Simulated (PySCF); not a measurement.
Computed properties of C3H7BF2O, SMILES CC[C@@H](F)B(O)F

C3H7BF2O, SMILES CC[C@@H](F)B(O)F. Coordinates come from a B3LYP-D3(BJ)/def2-SVP optimisation. The structure was generated by enumeration; whether it is a known compound was not checked. One conformer was computed; it need not be the lowest. All values are computed for the isolated molecule unless a solvent is named; none is compared with measurement here.

**Structure.** All 36 harmonic modes at B3LYP-D3(BJ)/def2-SVP (PySCF) are real, so it is a minimum. With heavy atoms numbered as in [CH3:1][CH2:2][C@@H:3]([F:4])[B:5]([OH:6])[F:7], the shortest bond between them is B5–F7 at 1.326 Å and the longest C3–B5 at 1.593 Å.

**Vibrations.** The strongest infrared lines (harmonic, unscaled, degenerate partners summed) lie at 1467 cm⁻¹ (132 km/mol, H 46 %, B 39 %), 1423 cm⁻¹ (127 km/mol, B 36 %, C 28 %, H 27 %), 992 cm⁻¹ (124 km/mol, H 61 %, C 23 %, F 13 %). The softest mode is at 32 cm⁻¹ and the zero-point energy is 68.0 kcal/mol.

**Electronic structure.** r2SCAN/def2-TZVP (PySCF) places the frontier levels at -7.48 and -0.21 eV, a gap of 7.27 eV, and gives a dipole moment of 3.65 D and a mean polarisability of 54.3 bohr³. PBE/def2-TZVP (PySCF) at the same geometry gives -7.13 and -0.68 eV, so its gap is 0.82 eV narrower. An orbital gap is neither the optical nor the fundamental gap.

**Excitations.** TDA-CAM-B3LYP/def2-SVPD (PySCF) has S1 at 7.82 eV (159 nm, f = 0.015, weak); the most intense of the 6 singlets computed lies at 8.96 eV (f = 0.02). T1 (TDA) is at 7.15 eV, 0.67 eV under S1. TDA-PBE/def2-SVPD (PySCF) puts S1 at 6.37 eV. No vertical singlet excitation falls in the visible range (under 3.1 eV).

**NMR.** GIAO shifts at HF/pcSseg-1 (PySCF) (non-relativistic, atoms alike by connectivity averaged): ¹³C from 13.2 to 77.3 ppm against TMS; ¹H from 1.5 to 4.3 ppm against TMS; ¹⁹F from -223.9 to -65.3 ppm against CFCl3; ¹¹B at 18.4 ppm against BF3.
